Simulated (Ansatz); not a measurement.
B2H4SSi, SMILES `B[SiH]1BS1`. Charge 0, multiplicity 1. All single points use the PBE0-D4/def2-TZVP geometry.

```xyz
8

B     0.684    0.911    1.237
Si    0.362   -0.558   -0.030
B    -1.268   -0.541   -1.133
S     0.049    0.031   -2.121
H     1.072    0.705    2.349
H     0.409    2.026    0.913
H     1.117   -1.832    0.072
H    -2.425   -0.742   -1.287
```

What is the dipole moment at B3LYP/def2-TZVPP? (Estimate.)

Computed: 0.61 D, with components (0.12, -0.20, 0.56) D in this frame, pointing from negative to positive charge.

And with PBE, r2SCAN, ωB97M-V? (Estimate.)

Ansatz gave: PBE 0.33 D, r2SCAN 0.45 D, ωB97M-V 0.77 D.

Give the Mulliken charges with B3LYP, PBE, ωB97M-V in def2-TZVPP. (Estimate.)

Ansatz gave: 
| atom | B3LYP | PBE | ωB97M-V |
| --- | --- | --- | --- |
| B1 | -0.08 | -0.07 | -0.17 |
| Si2 | 0.05 | 0.03 | 0.02 |
| B3 | 0.05 | 0.05 | -0.03 |
| S4 | -0.16 | -0.11 | -0.13 |
| H5 | 0.06 | 0.04 | 0.09 |
| H6 | 0.07 | 0.05 | 0.10 |
| H7 | -0.05 | -0.04 | -0.01 |
| H8 | 0.08 | 0.06 | 0.12 |

B3LYP here is the variant with VWN-RPA as its local correlation; programs differ in this.
